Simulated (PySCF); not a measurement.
C5H9B.
Atom-mapped SMILES: `[CH3:1][C:2]#[C:3][BH:4][CH2:5][CH3:6]` (hydrogens: H7, H8, H9 on C1; H10 on B4; H11, H12 on C5; H13, H14, H15 on C6)

Computed, not measured: PySCF 2.14.0, PBE0-D3(BJ)/def2-SVP geometry optimisation, gas phase.

(1) List the bond lengths, angles and torsions at this level.

Results:

(1) 
| bond | length (Å) |
| --- | --- |
| C1–C2 | 1.449 |
| C2≡C3 | 1.223 |
| C3–B4 | 1.515 |
| B4–C5 | 1.569 |
| C5–C6 | 1.523 |
| C1–H7, C1–H8, C1–H9 | 1.102 |
| B4–H10 | 1.215 |
| C5–H11, C5–H12 | 1.108 |
| C6–H13, C6–H14, C6–H15 | 1.101 |

Bonds in one row agree within 0.01 Å and their mean is given. A selection of angles:
| angle | degrees |
| --- | --- |
| C2–C1–H7 | 111.0 |
| C2–C1–H9 | 110.2 |
| H7–C1–H8 | 108.4 |
| C1–C2–C3 | 179.8 |
| C2–C3–B4 | 179.6 |
| C3–B4–C5 | 121.5 |
| C3–B4–H10 | 117.9 |
| C5–B4–H10 | 120.6 |
| B4–C5–C6 | 117.2 |
| B4–C5–H11 | 105.3 |
| B4–C5–H12 | 108.1 |
| C6–C5–H11 | 110.9 |
| H11–C5–H12 | 102.8 |
| C5–C6–H13 | 111.3 |
| H13–C6–H14 | 107.5 |

Dihedral angles: C3–B4–C5–C6 174° (antiperiplanar). The mirror-image conformer, all signs reversed, is as good.

B4 (three-coordinate boron) is planar (angles 121.5°, 120.6° and 117.9°, sum 360.0°, 0.01 Å off the plane of its three neighbours). The B–C distances run from 1.515 Å (C3–B4, drawn single) to 1.569 Å (B4–C5, drawn single), a spread of 0.054 Å. The C–C distances run from 1.223 Å (C2≡C3, drawn triple) to 1.523 Å (C5–C6, drawn single), a spread of 0.300 Å.

Not checked by PBE0-D3(BJ)/def2-SVP frequencies. One conformer, not necessarily the lowest.
